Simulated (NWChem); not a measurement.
## Total energies of Ga (+1)

```xyz
1

Ga     0.0000     0.0000     0.0000
```
Charge +1, spin multiplicity 1.

Program: NWChem.

Basis set: 3-21G (22 functions).

```
method       total energy (Ha)
-----------  -----------------
RHF                -1913.59554
MP2                -1913.61779
B2PLYP             -1914.71986
PBE                -1914.79896
B3LYP              -1915.15559
LDA (SVWN5)        -1912.06880
CCSD(T)            -1913.63212
```

Total energies of different functionals aren't comparable as a measure of quality: only differences taken within one method are. 

The Hamiltonian is non-relativistic. The correlated methods keep 9 core orbitals frozen. B3LYP has NWChem's definition, with VWN1-RPA local correlation. Coupled-cluster values serve here as a point of comparison, not as the truth.
